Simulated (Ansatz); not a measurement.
Reaction (ligand exchange at a B–C bond): `NB(O)C=O` + `O[SiH3]` → `NB(O)O[SiH3]` + `C=O`

Gas-phase electronic energies from Ansatz, PBE0-D4/def2-TZVP geometries. CCSD(T)/CBS is the MP2 limit (def2-TZVPP, def2-QZVPP) plus CCSD(T) − MP2 in def2-TZVPP, frozen cores. This one scheme is used for every species. Functionals use def2-TZVPP. One conformer a species, not always the lowest.

`NB(O)C=O`:

```xyz
9

N    -0.420    1.011    0.631
B     0.060    0.088   -0.297
O     0.364    0.320   -1.608
C     0.280   -1.410    0.235
O     0.041   -1.725    1.379
H    -0.613    1.983    0.467
H    -0.602    0.696    1.570
H     0.226    1.221   -1.907
H     0.665   -2.184   -0.470
```

`O[SiH3]`:

```xyz
6

O    -0.662    0.771    0.780
Si    0.081   -0.343   -0.179
H    -0.305    1.659    0.795
H     0.059    0.063   -1.611
H    -0.676   -1.603   -0.001
H     1.503   -0.547    0.216
```

`NB(O)O[SiH3]`:

```xyz
11

N    -1.223   -1.568    0.618
B    -0.640   -0.368    0.163
O    -1.362    0.748   -0.196
O     0.725   -0.291    0.065
Si    1.683    0.954   -0.424
H    -0.652   -2.355    0.867
H    -2.208   -1.724    0.724
H    -2.312    0.659   -0.115
H     3.082    0.469   -0.328
H     1.392    1.337   -1.829
H     1.514    2.139    0.455
```

`C=O`:

Z-matrix (Å, degrees):
```
C
O 1 1.195
H 1 1.109 2 122.0
H 1 1.109 2 122.0 3 -180.0
```

Problem. Is it downhill or uphill in electronic energy at CCSD(T)/CBS, and by how much? (Best estimate.)

Solution. Computed: Downhill: ΔE = -1.17 eV.

Problem. What do these levels give: r2SCAN-D4, B97M-V, ωB97X-V, PBE0, r2SCAN0, SCS-MP2/def2-TZVPP? (Estimate.)

Solution. The calculation gave: r2SCAN-D4 -1.16, B97M-V -1.22, ωB97X-V -1.16, PBE0 -1.11, r2SCAN0 -1.20, SCS-MP2/def2-TZVPP -1.21 eV.

Problem. What do rigid-rotor, harmonic-oscillator terms from PBE0-D4/def2-TZVP frequencies (298.15 K, 1 bar) make of the CCSD(T)/CBS value? (Best estimate.)

Solution. Ansatz gave: ΔZPE = -0.02 eV, ΔH = -1.17 eV, ΔS = -2 J/(mol·K), ΔG = -1.17 eV.

Largest T1 diagnostic among the species: 0.015.

Leaving LDA and LC-ωPBE aside and taking each functional with its dispersion term where it has one, the values, not all of them listed here, spread over 0.23 eV, from BHLYP-D4 to PBE-D4. LDA lies −0.03 eV from PBE without D4. From r2SCAN to r2SCAN0 (25 % exact exchange), in def2-TZVPP and without D4, ΔE moves by −0.05 eV.
